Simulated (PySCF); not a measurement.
Tl²⁺ (thallium, charge +2) across methods

[Xe] 4f14 5d9 6s1 6p1, one real determinant (an excited configuration). Calculation: PySCF 2.14, in x2c-TZVPPall with one added diffuse shell each of s, p, d, f type (12s8p7d4f, 99 functions); the spin-free X2C one-electron Hamiltonian (Gaussian nucleus).

| method | E (hartree) | mean ε 5d β (eV) | mean ε 6s α (eV) | mean ε 6p α (eV) | Σ⟨r²⟩ (bohr²) | ⟨S²⟩ |
| --- | --- | --- | --- | --- | --- | --- |
| LDA | -20235.63 | -37.403 | -29.009 | -19.005 | 49.09 | 3.751 |
| r2SCAN | -20247.91 | -37.654 | -29.138 | -19.202 | 48.96 | 3.752 |
| PBE | -20247.91 | -37.167 | -28.678 | -18.875 | 49.15 | 3.751 |
| PBE0 | -20247.65 | -39.354 | -29.929 | -19.930 | 49.06 | 3.751 |

(1) Estimate the same row for UHF.

⟨L²⟩ = 8.00 against 12 for a pure F term, so this real determinant mixes terms. Spin-orbit coupling, absent here, splits the open shell strongly.

Answers

(1) E (hartree) = -20242.06458; mean ε 5d β (eV) = -44.682; mean ε 6s α (eV) = -32.840; mean ε 6p α (eV) = -22.558; Σ⟨r²⟩ (bohr²) = 49.24; ⟨S²⟩ = 3.752.
